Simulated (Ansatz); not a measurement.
H₈O₂Si₃ (`O[SiH]([SiH3])O[SiH3]`), relaxed with RKS PBE0-D4/def2-TZVP in the Gaussian-basis code of Ansatz from a PBE-D4/def2-SVP geometry. The force threshold is 0.005 eV/Å; the program also tests the step.

The species carries charge 0 and has multiplicity 1.

Start:

```xyz
13

O     2.548   -0.103    0.536
Si    1.094    0.473   -0.065
Si   -0.359    1.067    1.701
O     0.345   -0.716   -0.980
Si   -1.066   -1.163   -1.764
H     2.469   -0.815    1.194
H     1.480    1.624   -0.946
H    -0.567   -0.133    2.592
H     0.234    2.173    2.534
H    -1.709    1.512    1.199
H    -2.258   -0.938   -0.870
H    -0.967   -2.621   -2.107
H    -1.244   -0.361   -3.025
```

**Question.** How much energy does the relaxation release, and in how many steps? (Best estimate.)

**Answer.** The calculation gave: 9.77 kJ/mol, in 35 steps, 1 of them rejected.

**Question.** Which bonds change most? (An estimate is asked.)

**Answer.** The calculation gave: Si2–O4 from 1.677 to 1.635 Å; O4–Si5 from 1.675 to 1.634 Å; O1–Si2 from 1.675 to 1.642 Å; Si5–H13 from 1.505 to 1.483 Å.

**Question.** Give the relaxed structure. (An estimate is asked.)

**Answer.** Ansatz gave: 
```xyz
13

O     2.429   -0.242    0.494
Si    1.115    0.546   -0.098
Si   -0.395    1.079    1.625
O     0.343   -0.356   -1.222
Si   -1.011   -1.149   -1.677
H     2.287   -1.008    1.052
H     1.677    1.740   -0.769
H    -0.773   -0.156    2.370
H     0.229    2.029    2.585
H    -1.636    1.695    1.083
H    -2.034   -1.065   -0.599
H    -0.681   -2.574   -1.929
H    -1.551   -0.537   -2.916
```
